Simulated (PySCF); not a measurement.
## Telling isomers of C4H2N4 apart by NMR

No relativistic terms, one conformer, no solvent model, equivalent nuclei averaged. Geometry from GFN2-xTB; shielding tensors at PBE0/pcSseg-1 (GIAO); J: B3LYP/pcJ-1 (spin–dipole term left out of most H,H and C,H couplings); PySCF.

References, each an isolated molecule treated in the same way: ¹H (σ = 31.72 ppm), ¹³C (σ = 186.93 ppm) vs TMS. Multiplet labels drop J under 1 Hz and among equivalent protons, and merge close values. Unscaled 3J(H,H) run several per cent high. Shifts are as computed. Against solution values, carbons near 30 ppm lie about +3 ppm off and those near 130 ppm about +5 ppm. Of 1211 compounds with measured shifts, 218 miss one by over three times the rms of a fit or turn the order of signals round; such compounds aren't used in these exercises.

(1) Tabulate the signals of `N#Cc1cnnnc1`, `N#Cc1ccnnn1`, `N#Cc1nccnn1` and their relative energies.

(2) What is the quickest way to tell N#Cc1ccnnn1 from N#Cc1nccnn1?

(3) What is the quickest way to tell N#Cc1cnnnc1 from N#Cc1ccnnn1?

(4) What is the quickest way to tell N#Cc1cnnnc1 from N#Cc1nccnn1?

Answers

(1) 
```json
{"SMILES": "N#Cc1cnnnc1", "carbon types": "2×C 2×CH", "δC": "153.0, 119.5, 111.2", "δH": "9.31 (s, 2H)", "E rel. (kcal/mol)": "14.4"}
{"SMILES": "N#Cc1ccnnn1", "carbon types": "2×C 2×CH", "δC": "153.1, 142.2, 128.9, 120.9", "δH": "9.49 (d, 1H), 7.59 (d, 1H)", "E rel. (kcal/mol)": "16.2"}
{"SMILES": "N#Cc1nccnn1", "carbon types": "2×C 2×CH", "δC": "155.2, 154.0, 152.4, 120.7", "δH": "9.69 (d, 1H), 8.79 (d, 1H)", "E rel. (kcal/mol)": "0.0"}
```

Energies are electronic energies at PBE0/pcSseg-1 on these geometries, without zero-point or thermal terms, each for the one conformer computed, which needn't be the lowest.

(2) Both give the same number of carbon signals, with the same numbers of each carbon type, so the positions decide. The first has an aromatic CH at 128.9 ppm, the second a substituted aromatic carbon next to a ring nitrogen (C) at 154.0 ppm. Their most deshielded carbons lie at 153.1 and 155.2 ppm.

(3) Count the carbon signals: 3 against 4. The first has a substituted aromatic carbon (C) at 111.2 ppm, the second an aromatic CH at 128.9 ppm. Their most deshielded carbons lie at 153.0 and 153.1 ppm.

(4) Count the carbon signals: 3 against 4. The first has a substituted aromatic carbon (C) at 111.2 ppm, the second a substituted aromatic carbon next to a ring nitrogen (C) at 154.0 ppm. Their most deshielded carbons lie at 153.0 and 155.2 ppm.
